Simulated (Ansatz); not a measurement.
Relaxation of BrClGaH$_{3}$ (6 atoms, charge 0, multiplicity 1), to a largest force component of 0.03 eV/Å in at most 50 steps.

Computed with Ansatz, RKS revPBE-D4/def2-SVP.

```xyz
6
Properties=species:S:1:pos:R:3
Ga -0.004 0.252 -0.048
Cl -0.008 0.478 2.173
H 1.420 0.282 -0.698
H -1.430 0.202 -0.693
Br 0.106 -3.169 1.120
H 0.094 -2.087 2.173
```

Where does it end, and by what steps?

The run converged. After 5 steps the energy has fallen by 0.143 eV; Br5 moved furthest, 0.46 Å. Joined: Ga1–Br5 (3.62 → 2.90 Å).

```csv
step,energy less start (eV),largest force component (eV/Å),accepted
0,0.0000,1.001,yes
1,-0.0903,0.164,yes
2,-0.1286,0.366,yes
3,-0.1406,0.173,yes
4,-0.1427,0.034,yes
5,-0.1432,0.027,yes
```

```xyz
6
Properties=species:S:1:pos:R:3
Ga 0.005 0.004 0.044
Cl -0.001 0.433 2.254
H 1.438 0.100 -0.588
H -1.435 0.013 -0.581
Br 0.096 -2.769 0.888
H 0.075 -1.823 2.010
```

Time of the run: 16 s on 2 threads of Intel(R) Xeon(R) Platinum 8259CL CPU @ 2.50GHz (Skylake/Cascade Lake), on a shared host, peak memory 0.17 GiB.
